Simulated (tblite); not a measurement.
Species: C5H11F3PSi (charge +1).
Z-matrix (Å and degrees, GFN2-xTB geometry), rows numbered from 1:
```
F 
C   1  1.3459
F   2  1.3401  1  105.85
F   2  1.3197  1  108.10  3  -116.02
C   2  1.5264  1  108.85  3   119.83
P   5  1.8459  2  105.60  1   -55.98
C   6  1.8107  5   97.30  2  -115.54
C   7  1.5455  6  103.11  5    18.24
C   8  1.5264  7  107.81  6   -40.01
Si  9  1.9530  5  115.27  2   -43.28
H   5  1.0954  2  106.24  1    63.46
H   6  1.3739  5  112.27  2     3.79
H   6  1.3744  5  112.15  2   123.91
H   7  1.0912  6  112.31  5   140.53
H   7  1.0945  6  108.89  5   -99.45
H   8  1.0886  7  109.90  6  -160.69
H   8  1.0902  7  110.08  6    80.99
H   9  1.0949  5  106.04  2  -161.25
H  10  1.4569  9  106.51  5    70.93
H  10  1.4570  9  105.34  5   -51.37
H  10  1.4581  9  102.32  5  -170.65
```

Computed with GFN2-xTB (tblite): harmonic, unscaled wavenumbers at the GFN2-xTB geometry, gas phase. Against measured fundamentals such values can be off by several per cent, at times by over 20. Modes of hydrogen on phosphorus and silicon can be 10 to 20 % off. One conformer, not necessarily the lowest.

Harmonic wavenumbers (cm⁻¹): 37.2, 75.6, 124.2, 151.9, 178.7, 197.9, 211.5, 274.5, 298.8, 348.7, 429.4, 445.5, 481.0, 493.2, 518.0, 551.2, 569.8, 635.4, 672.4, 706.6, 733.0, 740.7, 760.4, 766.5, 788.9, 798.2, 824.4, 883.8, 937.9, 965.7, 991.9, 1007.0, 1028.4, 1043.1, 1070.9, 1115.2, 1122.1, 1149.6, 1163.8, 1188.2, 1219.9, 1252.9, 1284.9, 1329.4, 1392.8, 1481.5, 2327.6, 2338.7, 2347.5, 2420.7, 2463.1, 2933.3, 2942.1, 2943.8, 2980.7, 3009.1, 3029.6.

A = 1138, B = 1017, C = 639.6 MHz; mass 187.032 u (most abundant isotopes); point group C1, symmetry number 1.

What is the zero-point energy?

Half the sum of the wavenumbers: 32089 cm⁻¹ = 91.75 kcal/mol.

Entropy at 298.15 K, 1 bar (ideal gas, RRHO, classical rotation)?

Translation 41.61, rotation 30.45, vibration 34.35: S = 106.4 cal/(mol K).

And Cp and H(298.15 K) − H(0)?

Cp = 47.75 cal/(mol K), of which vibrations give 39.80 (their classical limit is 57 R = 113.3); H(298.15 K) − H(0) = 8.00 kcal/mol without the zero-point energy, 5.63 from vibrations.

Blend soft modes into free rotors: weight 1/[1 + (100 cm⁻¹/ν̃)⁴] for the oscillator and the rest for a rotor with moment μB/(μ + B), μ = h/(8π²ν), B = 10⁻⁴⁴ kg m². What vibrational entropy results?

32.03 cal/(mol K) in place of 34.35, which changes −T·S at 298.15 K by +0.69 kcal/mol.

What must be added to the electronic energy to get the Gibbs energy at 298.15 K and 1 bar?

ZPE + [H(298.15 K) − H(0)] − T·S = 91.75 + 8.00 − 31.73 = 68.02 kcal/mol.

Hindered rotation and anharmonicity are outside this model. Other conformers, if any are populated, would add a mixing term that is left out. The structure is chiral; the term R ln 2 for an equal mix with its mirror image is left out.
